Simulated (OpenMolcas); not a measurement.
OpenMolcas run: I III

Input:

```
&GATEWAY
Coord
1

I 0.0 0.0 0.0
Basis=ANO-RCC-VQZP
Group=XYZ
NoMove
AngMom=0.0 0.0 0.0
AMFI
&SEWARD
* reference wave functions (RASSCF and RASSI steps not shown): 5 electrons in 9 orbitals (RAS2 5s 5p; RAS3 5d, at most 2 electrons)
>>> COPY JOB001 $Project.JobIph
&CASPT2
Multistate=1 1
Frozen=9 9
IPEA=0.25
Sig2=0.3
MaxIter=60
WThr=0.0 0.3 0.05
PrWF=0.5
NoMix
>>> COPY JOB002 $Project.JobIph
&CASPT2
Multistate=11 1 2 3 4 5 6 7 8 9 10 11
Frozen=9 9
IPEA=0.25
Sig2=0.3
MaxIter=60
WThr=0.0 0.3 0.05
PrWF=0.5
NoMix
>>> COPY JOB003 $Project.JobIph
&CASPT2
Multistate=3 1 2 3
Frozen=9 9
IPEA=0.25
Sig2=0.3
MaxIter=60
WThr=0.0 0.3 0.05
PrWF=0.5
NoMix
...
```

Output, cut to the results:

```
--- CASPT2 ---
Orbital specifications:
      -----------------------

      Symmetry species                           1   2
                                                ag  au
      Frozen orbitals                            9   9
      Inactive orbitals                          5   0
      Active orbitals                            6   3
      Secondary orbitals                        31  30
      Deleted orbitals                           0   0
      Number of basis functions                 51  42
Type of calculation                        SS-CASPT2
      Fock operator                              state-specific
      IPEA shift                                 0.25
      Real shift                                 0.00
      Imaginary shift                            0.00
      Sigma^2 regularizer                        0.30
      The input orbitals will be transformed to quasi-canonical
Reference energy:       -7109.9144106854
      E2 (Non-variational):      -0.5095494514
      Shift correction:          -0.0000001101
      E2 (Variational):          -0.5095495615
      Total energy:           -7110.4239602470
      Residual norm:              0.0000009613
      Reference weight:           0.93935
      Contributions to the CASPT2 correlation energy
      Active & Virtual Only:         -0.0256877247
      One Inactive Excited:          -0.1343795335
      Two Inactive Excited:          -0.3494821933
::    CASPT2 Root  1     Total energy:  -7110.42396025
--- CASPT2 ---
Orbital specifications:
      -----------------------

      Symmetry species                           1   2
                                                ag  au
      Frozen orbitals                            9   9
      Inactive orbitals                          5   0
      Active orbitals                            6   3
      Secondary orbitals                        31  30
      Deleted orbitals                           0   0
      Number of basis functions                 51  42
Type of calculation                        MS-CASPT2
      Fock operator                              state-specific
      IPEA shift                                 0.25
      Real shift                                 0.00
      Imaginary shift                            0.00
      Sigma^2 regularizer                        0.30
      The input orbitals will be transformed to quasi-canonical
Reference energy:       -7109.8343139959
      E2 (Non-variational):      -0.5305650723
      Shift correction:          -0.0000011958
      E2 (Variational):          -0.5305662680
      Total energy:           -7110.3648802640
      Residual norm:              0.0000000584
      Reference weight:           0.92845
      Contributions to the CASPT2 correlation energy
      Active & Virtual Only:         -0.0442131103
      One Inactive Excited:          -0.1367527735
      Two Inactive Excited:          -0.3495991885
Reference energy:       -7109.8343139959
      E2 (Non-variational):      -0.5305671826
      Shift correction:          -0.0000012474
      E2 (Variational):          -0.5305684300
      Total energy:           -7110.3648824260
      Residual norm:              0.0000000595
      Reference weight:           0.92841
      Contributions to the CASPT2 correlation energy
      Active & Virtual Only:         -0.0442455763
      One Inactive Excited:          -0.1367225823
      Two Inactive Excited:          -0.3495990240
::    CASPT2 Root  1     Total energy:  -7110.36488026
::    CASPT2 Root  2     Total energy:  -7110.36488243
::    CASPT2 Root  3     Total energy:  -7110.36488797
::    CASPT2 Root  4     Total energy:  -7110.36488560
::    CASPT2 Root  5     Total energy:  -7110.36488345
::    CASPT2 Root  6     Total energy:  -7110.31924996
::    CASPT2 Root  7     Total energy:  -7110.31924721
::    CASPT2 Root  8     Total energy:  -7110.31924775
::    CASPT2 Root  9     Total energy:  -7109.52795039
::    CASPT2 Root 10     Total energy:  -7109.52797043
::    CASPT2 Root 11     Total energy:  -7109.52796813
::    MS-CASPT2 Root  1     Total energy:  -7110.36495709
::    MS-CASPT2 Root  2     Total energy:  -7110.36489086
::    MS-CASPT2 Root  3     Total energy:  -7110.36488533
::    MS-CASPT2 Root  4     Total energy:  -7110.36487323
::    MS-CASPT2 Root  5     Total energy:  -7110.36481320
::    MS-CASPT2 Root  6     Total energy:  -7110.32030472
::    MS-CASPT2 Root  7     Total energy:  -7110.32030275
::    MS-CASPT2 Root  8     Total energy:  -7110.32030238
::    MS-CASPT2 Root  9     Total energy:  -7109.52691524
::    MS-CASPT2 Root 10     Total energy:  -7109.52691315
::    MS-CASPT2 Root 11     Total energy:  -7109.52689562
--- CASPT2 ---
Orbital specifications:
      -----------------------

      Symmetry species                           1   2
                                                ag  au
      Frozen orbitals                            9   9
      Inactive orbitals                          5   0
      Active orbitals                            6   3
      Secondary orbitals                        31  30
      Deleted orbitals                           0   0
      Number of basis functions                 51  42
Type of calculation                        MS-CASPT2
      Fock operator                              state-specific
      IPEA shift                                 0.25
      Real shift                                 0.00
      Imaginary shift                            0.00
      Sigma^2 regularizer                        0.30
      The input orbitals will be transformed to quasi-canonical
Reference energy:       -7109.5273415420
      E2 (Non-variational):      -0.4978840945
      Shift correction:          -0.0000068031
      E2 (Variational):          -0.4978908977
      Total energy:           -7110.0252324397
      Residual norm:              0.0000001510
      Reference weight:           0.93794
      Contributions to the CASPT2 correlation energy
...
```

Levels above the lowest, from the spin-orbit matrix with the single-state CASPT2 energies, averaged by term, on its diagonal:

```csv
Configuration,Term,J,E (cm-1),g,Term weight %,Second
5s2 5p3,4S*,3/2,0.0,1.944,92,6 2P*
5s2 5p3,2D*,3/2,11870,0.922,82,14 2P*
5s2 5p3,2D*,5/2,14490,1.200,100,
5s2 5p3,2P*,1/2,24570,0.666,100,
5s2 5p3,2P*,3/2,28590,1.270,80,16 2D*
5s 5p4,4P,5/2,85720,1.588,97,3 2D
5s 5p4,4P,3/2,90510,1.721,98,
5s 5p4,4P,1/2,93350,2.669,100,
```

The run also gave levels led by 5s 5p3 5d, 5s2 5p2 5d, which use shells meant for correlation; these and all levels above them are left out. Some terms mix strongly with configurations of 5d, whose occupation reaches 0.17 (5s 5p4 4P). Levels of configurations outside the active space are missing. The first state left out of the spin-orbit step lies near 130000 cm-1 above the lowest spin-free state of the reference (among the parities and spins computed), and the list stops at four fifths of that energy or lower.

The term weight is that of the spin-free term in the level, not the purity of its configuration. * marks odd parity.
